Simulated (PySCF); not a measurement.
One of the candidates below gave these computed data.

All candidates are C9H16.

| technique | computed result |
| --- | --- |
| 13C NMR | chemical shifts (computed TMS as zero) by class: 146.4 (1 C), 146.4 (1 C), 127.8 (1 C), 120.9 (1 C), 43.2 (1 C), 39.8 (1 C), 29.5 (1 C), 17.3 (1 C), 17.0 (1 C) ppm [GIAO PBE0/pcSseg-1] |
| 1H NMR | chemical shifts (computed TMS as zero) by class: 5.89 (1 H), 5.57 (1 H), 5.29 (1 H), 5.21 (1 H), 2.86 (2 H), 1.85 (2 H), 1.85 (3 H), 1.36 (2 H), 1.03 (3 H) ppm [GIAO PBE0/pcSseg-1] |
| Rotational structure | rotational constants A, B, C: 1.644, 1.068, 0.704 GHz [GFN2-xTB] |
| Dipole | 0.32 D [PBE0/pcSseg-1] |

The electronic properties come from PySCF, for the isolated species, density fitting. Levels stand in brackets. The structure is a single GFN2-xTB conformer in the gas phase; no vibrational or solvent corrections. NMR values are class means; diastereotopic atoms form classes of their own.

Task: Which candidate is it?
A. `CC[C@@H]1C[C@H]2CC[C@@H]1C2`
B. `C[C@@H]1CC[C@H]2CCC[C@H]21`
C. `CCC[C@@]12CCC[C@@H]1C2`
D. `C#CC[C@@H](C)CC(C)C`
E. `C=CC/C(=C\C)CCC`

Result: E. It is `C=CC/C(=C\C)CCC`. Numbering: `[CH2:1]=[CH:2][CH2:3]/[C:4](=[CH:5]\[CH3:6])[CH2:7][CH2:8][CH3:9]`. Its formula, C9H16, gives 2 degrees of unsaturation: 0 rings and 2 π bonds in the structure found. 9 carbons fall into 9 classes; from least to most shielded: fully substituted alkene carbon [C4] (146.4 ppm), alkene CH carbon [C2] (146.4 ppm), alkene CH carbon [C5] (127.8 ppm), terminal =CH2 carbon [C1] (120.9 ppm), allylic carbon [C7] (43.2 ppm), allylic carbon [C3] (39.8 ppm), chain CH2 carbon [C8] (29.5 ppm), methyl carbon [C9] (17.3 ppm), allylic carbon [C6] (17.0 ppm). Hydrogen classes from least to most shielded: 1 H on an alkene CH carbon, C2 (5.89 ppm), 1 H on an alkene CH carbon, C5 (5.57 ppm), 1 H on a terminal =CH2 carbon, C1 (5.29 ppm), 1 H on a terminal =CH2 carbon, C1 (5.21 ppm), 2 H on an allylic carbon, C3 (2.86 ppm, a mean of values up to 1.0 ppm apart in this geometry), 2 H on an allylic carbon, C7 (1.85 ppm), 3 H on an allylic carbon, C6 (1.85 ppm), 2 H on a chain CH2 carbon, C8 (1.36 ppm), 3 H on a methyl carbon, C9 (1.03 ppm). The optimised geometry has point group C1 and is an asymmetric top.

The others, at the same levels:
- `C[C@@H]1CC[C@H]2CCC[C@H]21` fails: its computed 13C shifts are 54.4 (1 C), 47.1 (1 C), 46.8 (1 C), 40.0 (1 C), 38.5 (1 C), 36.7 (1 C), 35.1 (1 C), 26.5 (1 C), 22.2 (1 C) ppm, 1H shifts are 2.48 (1 H), 2.02 (1 H), 1.76 (1 H), 1.67 (1 H), 1.56 (1 H), 1.55 (1 H), 1.51 (1 H), 1.46 (1 H), 1.45 (1 H), 1.42 (1 H), 1.17 (1 H), 1.11 (3 H), 1.03 (1 H), 1.02 (1 H) ppm and rotational constant A is 2.561 GHz (against 1.644 GHz).
- `CC[C@@H]1C[C@H]2CC[C@@H]1C2` fails: its computed 13C shifts are 47.3 (1 C), 47.1 (1 C), 40.5 (1 C), 39.8 (1 C), 37.0 (1 C), 34.3 (1 C), 33.3 (1 C), 31.6 (1 C), 13.7 (1 C) ppm, 1H shifts are 2.12 (1 H), 1.75 (1 H), 1.60 (1 H), 1.59 (1 H), 1.53 (1 H), 1.35 (1 H), 1.22 (1 H), 1.21 (1 H), 1.14 (1 H), 1.05 (1 H), 1.03 (1 H), 0.96 (1 H), 0.93 (1 H), 0.91 (3 H) ppm and rotational constant A is 3.322 GHz (against 1.644 GHz).
- `C#CC[C@@H](C)CC(C)C` fails: its computed 13C shifts are 86.5 (1 C), 77.2 (1 C), 46.2 (1 C), 31.3 (1 C), 28.1 (1 C), 26.9 (1 C), 24.0 (1 C), 23.2 (1 C), 22.1 (1 C) ppm, 1H shifts are 2.56 (1 H), 2.18 (1 H), 1.88 (1 H), 1.64 (1 H), 1.57 (1 H), 1.35 (1 H), 1.12 (3 H), 1.00 (3 H), 0.85 (3 H), 0.71 (1 H) ppm and rotational constant A is 2.115 GHz (against 1.644 GHz).
- `CCC[C@@]12CCC[C@@H]1C2` fails: its computed 13C shifts are 41.5 (1 C), 34.2 (1 C), 31.5 (1 C), 30.0 (1 C), 25.9 (1 C), 25.4 (1 C), 24.6 (1 C), 17.3 (1 C), 15.4 (1 C) ppm, 1H shifts are 2.15 (1 H), 1.90 (1 H), 1.81 (1 H), 1.80 (1 H), 1.65 (1 H), 1.59 (1 H), 1.57 (1 H), 1.51 (1 H), 1.30 (1 H), 1.09 (3 H), 0.85 (1 H), 0.77 (1 H), 0.35 (1 H), 0.28 (1 H) ppm and rotational constant A is 3.291 GHz (against 1.644 GHz).

Each candidate is one conformer, not necessarily the lowest. Dipoles, sizes and rotational constants follow the conformer. The torsions of the flexible species, by atom-mapped SMILES:
- `[CH2:1]=[CH:2][CH2:3]/[C:4](=[CH:5]\[CH3:6])[CH2:7][CH2:8][CH3:9]`: C1–C2–C3–C4 -113°, C2–C3–C4–C5 -94°, C3–C4–C7–C8 85°, C4–C7–C8–C9 180°
- `[CH:1]#[C:2][CH2:3][C@@H:4]([CH3:5])[CH2:6][CH:7]([CH3:8])[CH3:9]`: C2–C3–C4–C5 -66°, C3–C4–C6–C7 58°, C4–C6–C7–C8 180°

The conformers of `C[C@@H]1CC[C@H]2CCC[C@H]21`, `CC[C@@H]1C[C@H]2CC[C@@H]1C2` and `CCC[C@@]12CCC[C@@H]1C2` aren't listed.
